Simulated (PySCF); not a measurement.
IIn, triplet, at a GFN2-xTB geometry (such geometries of metal compounds can be far from the true shape) (the spin is typed, not shown lowest) (core potentials on I, In). Base run: CAMB3LYP/def2-SVP in PySCF.

Here is a job for PySCF.
```python
from pyscf import gto, scf, dft

mol = gto.M(
    atom='''
In   -0.00000000   -0.00000000   -1.50442166
I     0.00000000    0.00000000    1.39088041
''',
    basis='def2-svp',
    ecp={'I': 'def2-svp', 'In': 'def2-svp'},
    spin=2,
    verbose=4,
)

mf = dft.UKS(mol)
mf.xc = 'camb3lyp'
mf.kernel()
```

Variants of this job, named by their change:

```
change                                       ΔE vs base (mEh)  SCF cycles  <S^2>               outcome
-------------------------------------------  ----------------  ----------  -----  --------------------
base                                                    0.000          13  2.002             converged
diis = off (with mf.max_cycle = 100)                        -         100      -         not converged
diis_space = 4                                          0.000          14  2.002             converged
solver = newton; init_guess = 1e                        0.000           -  2.002             converged
diis_space = 20                                         0.000          13  2.002             converged
diis_space = 12                                         0.000          13  2.002             converged
init_guess = sap                                      -24.625          15  2.005  another SCF solution
level_shift = 0.5 (with mf.max_cycle = 100)             0.000          24  2.002             converged
conv_tol_grad = 1e-7                                    0.000          15  2.002             converged
damp = 0.5; diis_start_cycle = 5                        0.000          13  2.002             converged
init_guess = mod_huckel                               -50.919          10  2.012  another SCF solution
DIIS = ADIIS                                            0.000          22  2.002             converged
init_guess = huckel                                   -50.919          10  2.012  another SCF solution
```

A guess, shift, damping, solver or small numerical setting can't move a converged solution much, so rows marked as another SCF solution ended in a different state.

Open shells are given as the SCF converged; they aren't shown to be the lowest states, and a large step between rows can be another state.
